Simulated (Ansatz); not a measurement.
Relaxation of BrClH₄OSn (8 atoms, charge 0, multiplicity 1), to a largest force component of 0.03 eV/Å in at most 50 steps.

These are results of Ansatz 0.2.0, RKS B3LYP-D4/def2-SVP, not measurements.

```xyz
8
Properties=species:S:1:pos:R:3
Sn 0.313 0.537 -0.303
H -0.049 -0.212 2.528
Cl 1.985 -0.228 -1.766
O -0.984 1.567 -1.386
H -1.882 1.206 -1.325
H -0.411 -0.808 0.463
Br 1.453 2.267 1.211
H 0.298 0.347 2.815
```

Problem. Where does it end, and by what steps?

Solution. It converged. The force dipped under the threshold on the way, but the program's further checks kept it going. After 34 steps the energy has fallen by 0.323 eV; H5 moved furthest, 1.05 Å.

```tsv
step	energy less start (eV)	largest force component (eV/Å)	accepted
0	0.0000	1.405	yes
2	-0.1756	0.156	yes
4	-0.2009	0.368	yes
6	-0.2195	0.358	yes
8	-0.2302	0.086	yes
10	-0.2334	0.069	yes
12	-0.2407	0.093	yes
14	-0.1933	2.284	no
16	-0.2607	0.297	yes
18	-0.2693	0.080	yes
20	-0.2870	0.215	yes
22	-0.2936	0.473	no
24	-0.3154	0.096	yes
26	-0.3190	0.204	yes
28	-0.3224	0.032	yes
30	-0.3210	0.119	no
32	-0.3231	0.069	yes
34	-0.3232	0.004	yes
```

```xyz
8
Properties=species:S:1:pos:R:3
Sn 0.281 0.413 -0.479
H -0.144 -0.250 3.508
Cl 1.764 -0.137 -2.228
O -1.391 1.110 -1.267
H -1.262 1.925 -1.775
H -0.122 -0.949 0.459
Br 1.386 2.229 0.843
H 0.212 0.335 3.175
```

Whether the end is a true minimum wasn't checked by a vibrational analysis.

Run time: 69 s on 4 threads of Arm Neoverse V2 (shared host), peak memory 0.3 GiB.
